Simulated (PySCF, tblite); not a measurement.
Isomers of C7H14O. Computed values, GFN2-xTB/tblite, gas phase, harmonic and unscaled. Errors from tens to a few hundred cm⁻¹ against measured bands are possible. One conformer each.

Electronic energies: PBE0/pcSseg-1 single points on the GFN2-xTB geometries (PySCF, gas phase).

```csv
SMILES,"electronic energy, lowest = 0 (kJ/mol)"
CC/C=C\COCC,126.5
C=CC[C@H](CC)OC,118.4
CCC[C@@H]1C[C@H]1OC,128.8
C[C@@H]1CCCO[C@H]1C,0.0
C/C=C/COC(C)C,98.3
CCO/C=C(/C)CC,84.5
C[C@H](CO)C1CCC1,91.5
C=C(CO)C(C)(C)C,89.0
```

**Question.** How do GFN2-xTB zero-point energies change the relative energies?

**Answer.** 
```json
{"SMILES": "C[C@@H]1CCCO[C@H]1C", "ZPE (kJ/mol)": "521.3", "of it from modes above 1550 cm⁻¹": "249.4", "electronic (kJ/mol)": "0.0", "with ZPE, lowest = 0 (kJ/mol)": "0.0", "lowest mode (cm⁻¹)": "107", "rings": "1"}
{"SMILES": "CCO/C=C(/C)CC", "ZPE (kJ/mol)": "509.1", "of it from modes above 1550 cm⁻¹": "261.7", "electronic (kJ/mol)": "84.5", "with ZPE, lowest = 0 (kJ/mol)": "72.4", "lowest mode (cm⁻¹)": "23", "rings": "0"}
{"SMILES": "C=C(CO)C(C)(C)C", "ZPE (kJ/mol)": "510.8", "of it from modes above 1550 cm⁻¹": "267.1", "electronic (kJ/mol)": "89.0", "with ZPE, lowest = 0 (kJ/mol)": "78.5", "lowest mode (cm⁻¹)": "52", "rings": "0"}
{"SMILES": "C[C@H](CO)C1CCC1", "ZPE (kJ/mol)": "518.7", "of it from modes above 1550 cm⁻¹": "253.8", "electronic (kJ/mol)": "91.5", "with ZPE, lowest = 0 (kJ/mol)": "88.9", "lowest mode (cm⁻¹)": "72", "rings": "1"}
{"SMILES": "C/C=C/COC(C)C", "ZPE (kJ/mol)": "506.9", "of it from modes above 1550 cm⁻¹": "261.1", "electronic (kJ/mol)": "98.3", "with ZPE, lowest = 0 (kJ/mol)": "83.9", "lowest mode (cm⁻¹)": "35", "rings": "0"}
{"SMILES": "C=CC[C@H](CC)OC", "ZPE (kJ/mol)": "508.7", "of it from modes above 1550 cm⁻¹": "261.3", "electronic (kJ/mol)": "118.4", "with ZPE, lowest = 0 (kJ/mol)": "105.8", "lowest mode (cm⁻¹)": "51", "rings": "0"}
{"SMILES": "CC/C=C\\COCC", "ZPE (kJ/mol)": "511.2", "of it from modes above 1550 cm⁻¹": "261.0", "electronic (kJ/mol)": "126.5", "with ZPE, lowest = 0 (kJ/mol)": "116.4", "lowest mode (cm⁻¹)": "35", "rings": "0"}
{"SMILES": "CCC[C@@H]1C[C@H]1OC", "ZPE (kJ/mol)": "513.2", "of it from modes above 1550 cm⁻¹": "251.5", "electronic (kJ/mol)": "128.8", "with ZPE, lowest = 0 (kJ/mol)": "120.6", "lowest mode (cm⁻¹)": "58", "rings": "1"}
```

The zero-point energies span 14.4 kJ/mol, from `C/C=C/COC(C)C` to `C[C@@H]1CCCO[C@H]1C`. The lowest isomer stays, but the order above it changes.

**Question.** And how do the electronic energies of GFN2-xTB itself compare?

**Answer.** `C[C@@H]1CCCO[C@H]1C` 0.0; `CCO/C=C(/C)CC` 105.5; `C=C(CO)C(C)(C)C` 128.8; `C[C@H](CO)C1CCC1` 84.7; `C/C=C/COC(C)C` 131.6; `C=CC[C@H](CC)OC` 148.6; `CC/C=C\COCC` 141.8; `CCC[C@@H]1C[C@H]1OC` 117.6 kJ/mol, lowest = 0. Against the energies above, taken from the same isomer `C[C@@H]1CCCO[C@H]1C`, the largest difference is 39.8 kJ/mol.

**Question.** What do entropy and thermal enthalpy add at 298.15 K and 1 bar (rigid rotor, harmonic oscillator, one conformer each)?

**Answer.** 
```
             SMILES  point group  symmetry number  S (J/(mol K))  H − H(0) (kJ/mol)  ZPE + H − H(0) − TS (kJ/mol)
C[C@@H]1CCCO[C@H]1C           C1                1          368.2              24.70                         436.2
    C=C(CO)C(C)(C)C           C1                1          400.5              29.08                         420.5
   C[C@H](CO)C1CCC1           C1                1          389.8              26.58                         429.1
      C/C=C/COC(C)C           C1                1          431.3              30.98                         409.3
    C=CC[C@H](CC)OC           C1                1          420.3              29.98                         413.3
        CC/C=C\COCC           C1                1          422.9              29.57                         414.7
CCC[C@@H]1C[C@H]1OC           C1                1          408.5              28.50                         419.9
```

Not tabulated: `CCO/C=C(/C)CC` (lowest mode only 23 cm⁻¹).
